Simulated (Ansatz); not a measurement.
```yaml
crystal:
  periodic: [false, false, false]
  atoms:
    - {symbol: C, position_ang: [-3.650995, -1.611406, -0.329689]}
    - {symbol: N, position_ang: [-2.505691, 0.176720, -0.983866]}
    - {symbol: C, position_ang: [-3.200118, 1.125491, -2.115056]}
    - {symbol: Hf, position_ang: [0.014304, 0.369813, -0.226644]}
    - {symbol: O, position_ang: [-0.006038, 2.694110, 0.239880]}
    - {symbol: N, position_ang: [-0.082877, -0.625291, 2.377909]}
    - {symbol: C, position_ang: [-1.171586, 0.259348, 3.188110]}
    - {symbol: C, position_ang: [0.764821, -1.842565, 3.439502]}
    - {symbol: C, position_ang: [0.937823, -1.326274, -2.240490]}
    - {symbol: C, position_ang: [1.717982, -2.007695, -1.168123]}
    - {symbol: C, position_ang: [2.803806, -0.529280, -0.117778]}
    - {symbol: C, position_ang: [2.866733, 0.633075, -1.375700]}
    - {symbol: C, position_ang: [4.097178, 2.084772, -1.336733]}
    - {symbol: C, position_ang: [1.541738, 0.120729, -2.765382]}
    - {symbol: H, position_ang: [-4.741848, -0.907951, -0.093554]}
    - {symbol: H, position_ang: [-3.627696, -2.281654, -1.264200]}
    - {symbol: H, position_ang: [-3.047017, -1.934049, 0.727085]}
    - {symbol: H, position_ang: [-4.574446, 1.558768, -1.797457]}
    - {symbol: H, position_ang: [-3.298076, 0.387391, -3.299933]}
    - {symbol: H, position_ang: [-2.456092, 2.086560, -2.508957]}
    - {symbol: H, position_ang: [0.789147, 3.648831, 0.191922]}
    - {symbol: H, position_ang: [-0.805979, 1.030826, 4.417588]}
    - {symbol: H, position_ang: [-2.262165, -0.607857, 3.770257]}
    - {symbol: H, position_ang: [-1.869424, 1.373246, 2.711157]}
    - {symbol: H, position_ang: [1.637161, -2.573572, 2.492443]}
    - {symbol: H, position_ang: [0.086295, -2.737670, 3.770234]}
    - {symbol: H, position_ang: [1.412887, -1.371230, 4.311783]}
    - {symbol: H, position_ang: [0.092461, -2.030550, -3.192154]}
    - {symbol: H, position_ang: [1.352500, -3.516713, -0.110893]}
    - {symbol: H, position_ang: [3.624934, -0.741019, 0.722272]}
    - {symbol: H, position_ang: [5.093233, 1.933227, -2.059886]}
    - {symbol: H, position_ang: [4.157945, 2.523930, 0.100648]}
    - {symbol: H, position_ang: [3.253435, 3.309782, -1.697342]}
    - {symbol: H, position_ang: [1.438404, 1.065770, -3.635140]}
basis:
  gaussian: {orbitals: def2-TZVP}
hamiltonian: {xc: {name: wB97M-V}, pseudopotentials: {relativity: none}}
relax: {f_tol: 0.001, max_steps: 2}
```

```sh
$ ansatz run in.yaml --threads 11 --pin off --events-out ev --progress --plain --max-ram 174080MiB --backend cuda --devices 0, --max-vram 75GiB
```

It prints (some lines left out):

```
Functional definition: wB97M-V
3499 factors; their error is unknown
1082 factors; integrals over basis functions are off by at most 6.4e-7 eV
mean field evaluation 1: about -16969.0570 eV, gradient 8.8e1 eV
mean field evaluation 2: about -16800.7832 eV, gradient 2.9e2 eV
mean field evaluation 4: about -16988.2146 eV, gradient 1.5e1 eV
mean field evaluation 8: about -16988.8670 eV, gradient 4.0e-1 eV
mean field evaluation 16: about -16988.8507 eV, gradient 1.4e-2 eV
mean field -16988.85065503 eV, -624.3287461157 hartree, gradient 3.8e-5 eV, S^2 0.000000; 0 other end points of the search recorded, 0 dependent functions left out
reference -16988.85075752 eV, -624.3287498823 hartree; 57, 57 occupied and 506, 506 virtual orbitals, 3499 factors
relax step   1: F+E_penalty+E_count = -16988.85065503 eV  Δ(F+E_penalty+E_count) = +0.000e0 eV  max|allowed force component| = 5.832e0 eV/Å  Δτ_max = 0.0000 Å  (52 SCF iters, accepted)
3499 factors; their error is unknown
1082 factors; integrals over basis functions are off by at most 5.7e-7 eV
mean field -17003.84447848 eV, -624.8797589645 hartree, gradient 2.6e-5 eV, S^2 0.000000; 0 other end points of the search recorded, 0 dependent functions left out
reference -17003.84457823 eV, -624.8797626300 hartree; 57, 57 occupied and 506, 506 virtual orbitals, 3499 factors
relax step   2: F+E_penalty+E_count = -17003.84447848 eV  Δ(F+E_penalty+E_count) = -1.499e1 eV  max|allowed force component| = 4.460e0 eV/Å  Δτ_max = 0.1950 Å  (56 SCF iters, accepted)
Error: geometry relaxation did not converge after 2 steps: max|allowed force component| = 4.46e0 eV/Å (threshold 1.0e-3). Raise `relax.max_steps` over both its present limit and 2, loosen `relax.f_tol`, or start from a geometry closer to equilibrium. Where this run's directory can be resumed (`checkpoint.write`), a resume goes on for up to `relax.max_steps` more
```

Problem. Something in this input is off. What?

Solution. The relaxation is allowed too few steps for its threshold. The calculation stopped without meeting its thresholds.
